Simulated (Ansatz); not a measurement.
Compare A (`[CH3][GeH]([SiH3])[Cl]`) with its isomer B (`[SiH3][CH2][GeH2][Cl]`).

Calculated with Ansatz (gas phase, PBE0-D4/def2-TZVP geometries, no zero-point term in ΔE). CCSD(T)/CBS adds triple-zeta CCSD(T) − MP2 to the extrapolated MP2 energy (def2 sets, frozen cores). Functionals use def2-TZVPP. B3LYP here is the variant with VWN-RPA as its local correlation; programs differ in this. For Ge outer-core shells are correlated without core-valence functions, which leaves a few kJ/mol of doubt a bond. Scalar relativity is left out up to krypton. Each species was taken in one conformer, which may not be the lowest.

Problem. Which is lower in electronic energy at CCSD(T)/CBS, and by how much? (Best estimate.)

Solution. Ansatz gave: A, by 15.2 kJ/mol.

Problem. Give E(B) − E(A) in kJ/mol with r2SCAN-D4, B3LYP, B3LYP-D4, PBE-D4, ωB97M-V, HF/def2-TZVPP, B2PLYP. (Best estimate.)

Solution. Computed: r2SCAN-D4 20.6, B3LYP 23.2, B3LYP-D4 20.9, PBE-D4 26.5, ωB97M-V 13.9, HF/def2-TZVPP 12.5, B2PLYP 18.4. None reverses the order clearly.

Largest T1 diagnostic: 0.010.

From PBE to PBE0 (25 % exact exchange), in def2-TZVPP and without D4, E(B) − E(A) moves by −4.1 kJ/mol.
